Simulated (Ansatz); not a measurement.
CH4FNOZn, SMILES `[NH2][Zn][O]CF`, one more setting.

```yaml
crystal:
  periodic: [false, false, false]
  atoms:
    - {symbol: N, position_ang: [-0.100225, 2.239263, -1.094451]}
    - {symbol: Zn, position_ang: [0.337107, 0.751772, -0.156440]}
    - {symbol: O, position_ang: [0.898764, -0.562365, 0.950810]}
    - {symbol: C, position_ang: [0.052759, -1.604602, 0.974805]}
    - {symbol: F, position_ang: [-1.070887, -1.310180, 0.143489]}
    - {symbol: H, position_ang: [0.652563, 2.670369, -1.613819]}
    - {symbol: H, position_ang: [-0.882198, 2.126225, -1.726005]}
    - {symbol: H, position_ang: [0.483188, -2.521503, 0.551406]}
    - {symbol: H, position_ang: [-0.371069, -1.788990, 1.970223]}
basis:
  gaussian: {orbitals: cc-pVDZ, fitting: {mean_field: cc-pVTZ-jkfit}}
hamiltonian: {xc: {name: CAM-B3LYP}, pseudopotentials: {relativity: scalar}}
output: {forces: true}
```

```sh
$ ansatz run in.yaml --threads 2 --pin off --events-out ev --progress --plain --max-ram 20480MiB --backend cpu
```

It prints (some lines left out):

```
Functional definition: CAM-B3LYP
Error: <dir> the basis set cc-pVTZ-JKFIT has no functions for Zn
```
